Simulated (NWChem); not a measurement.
# MoN$_{2}$H$_{2}$Cl$_{2}$; SMILES [NH]=[Mo](=[NH])([Cl])[Cl]

Results from NWChem. No frequency run checked for a minimum. def2 effective core potentials on Mo; no spin-orbit coupling. Each level has its own optimisation.

| level | r Mo–N (Å) | r Cl–Mo (Å) | r H–N (Å) | dipole (D) |
|---|---|---|---|---|
| B3LYP/3-21G (all-electron, non-relativistic) | 1.738 | 2.370 | 1.026 | 5.38 |
| Hartree-Fock/STO-3G (all-electron, non-relativistic) | 1.651 | 2.267 | 1.037 | 4.92 |
| PBE-D3(BJ)/def2-SVP (core potentials) | 1.732 | … | 1.028 | … |

Fill in the missing entries.


- PBE-D3(BJ)/def2-SVP (core potentials), r Cl–Mo (Å): 2.294
- PBE-D3(BJ)/def2-SVP (core potentials), dipole (D): 3.31
